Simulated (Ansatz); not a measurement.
Consider the hydrogenolysis of a C–Cl bond: `O[SiH2]/C(O)=C\Cl` + H₂ → `C=C(O)[SiH2]O` + HCl.

Program: Ansatz. Geometries: PBE0-D4/def2-TZVP. ΔE: electronic, gas phase. CBS: MP2 limit from def2 TZ/QZ plus the TZ coupled-cluster correction, frozen cores. This one scheme is used for every species. DFT in def2-TZVPP. B3LYP here is the variant with VWN-RPA as its local correlation; programs differ in this. One conformer a species, not always the lowest.

`O[SiH2]/C(O)=C\Cl`:

Z-matrix (Å, degrees):
```
Si
C 1 1.875
O 1 1.660 2 98.3
H 1 1.484 2 113.0 3 -117.4
H 1 1.484 2 113.0 3 117.4
C 2 1.331 1 122.1 3 179.9
O 2 1.358 1 117.8 3 -0.0
H 3 0.957 1 120.4 2 179.6
Cl 6 1.726 2 119.5 1 0.0
H 6 1.082 2 125.3 1 -180.0
H 7 0.966 2 107.8 1 -0.0
```

H₂:

Cartesian coordinates in Å:
```
H 0.127 0.110 0.333
H -0.127 -0.110 -0.333
```

`C=C(O)[SiH2]O`:

Z-matrix (Å, degrees):
```
Si
O 1 1.645
C 1 1.876 2 111.6
H 1 1.480 2 106.9 3 118.5
H 1 1.488 2 110.8 3 -120.6
H 2 0.959 1 117.0 3 56.3
O 3 1.365 1 112.7 2 -56.8
C 3 1.332 1 123.2 2 124.2
H 7 0.965 3 109.7 1 -179.7
H 8 1.082 3 120.2 1 -2.0
H 8 1.088 3 122.5 1 178.1
```

HCl:

Cartesian coordinates in Å:
```
Cl -0.220 -0.384 -0.462
H 0.220 0.384 0.462
```

```csv
level,ΔE (kJ/mol),difference from CCSD(T)/CBS
PBE0-D4,-74.6,5.8
B3LYP-D4,-76.9,3.5
ωB97X-V,-77.7,2.7
ωB97M-V,-77.9,2.5
PBE,-72.0,8.4
r2SCAN,-73.1,7.3
PBE0,-79.9,0.5
B3LYP,-86.9,-6.5
HF/def2-TZVPP,-112.4,-32.0
SCS-MP2/def2-TZVPP,-83.0,-2.6
CCSD/def2-TZVPP,-91.4,-11.0
HF/def2-QZVPP,-112.6,-32.2
MP2/def2-QZVPP,-76.0,4.4
SCS-MP2/def2-QZVPP,-81.5,-1.1
HF/CBS(def2),-112.6,-32.2
MP2/CBS(def2),-74.4,6.0
CCSD(T)/CBS,-80.4,0
```

Largest T1 diagnostic among the species: 0.012.

In def2-TZVPP, CCSD(T) changes the Hartree–Fock value by +28.6 kJ/mol (the triples alone add +7.6 kJ/mol) and MP2 by +34.5 kJ/mol. The D4 term adds +10.0 kJ/mol with B3LYP and +5.3 kJ/mol with PBE0; it sums over pairs of atoms, weighted by their polarisabilities, and B3LYP, whose exchange is more repulsive, gets the larger term. From PBE to PBE0 (25 % exact exchange), in def2-TZVPP and without D4, ΔE moves by −7.8 kJ/mol.
